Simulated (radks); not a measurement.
The numbers below are computed, except where a source is named.
Pd0.75+, 45.25 electrons, occupied as [He] 2s1.25 2p6 3s2 3p6 3d10 4s2 4p6 4d10 (fractional occupations, a model configuration).

Level of theory: Dirac Kohn-Sham, PBE, spin-unpolarised, spherical densities, finite nucleus; Fermi nuclear charge, rms radius 4.5318 fm (a radial shooting solver on a logarithmic mesh with Libxc functionals).

Energy parts (hartree):
part                        energy
total                  -4948.66471
kinetic                 5162.78933
electron-nucleus      -11971.82915
Hartree                 2001.23063
exchange-correlation    -140.85552

Orbitals (lengths in bohr, moments of r in powers of bohr; <r^-3> diverges for s and p1/2):
orbital	occ.	eigenvalue (hartree)	<r^2>	<1/r>	<r^-3>
1s1/2	2	-891.9019	0.001370	48.26	-
2s1/2	1.25	-132.2751	0.02231	11.14	-
2p1/2	2	-123.1757	0.01667	11.12	-
2p3/2	4	-117.2498	0.01798	10.47	3287
3s1/2	2	-24.43208	0.1609	3.913	-
3p1/2	2	-20.77666	0.1557	3.825	-
3p3/2	4	-19.71970	0.1646	3.667	595.8
3d3/2	4	-13.25458	0.1435	3.521	93.05
3d5/2	6	-13.03624	0.1462	3.480	87.78
4s1/2	2	-3.53370	0.9813	1.490	-
4p1/2	2	-2.37721	1.144	1.369	-
4p3/2	4	-2.20512	1.217	1.318	96.85
4d3/2	4	-0.47048	2.453	0.9686	8.520
4d5/2	6	-0.45118	2.542	0.9529	7.893

The highest occupied level is 4d5/2 at -12.277 eV. The electron density at the nucleus is 1.281e+05 e/bohr^3. The density falls to 0.001 e/bohr^3 at r = 3.69 bohr.
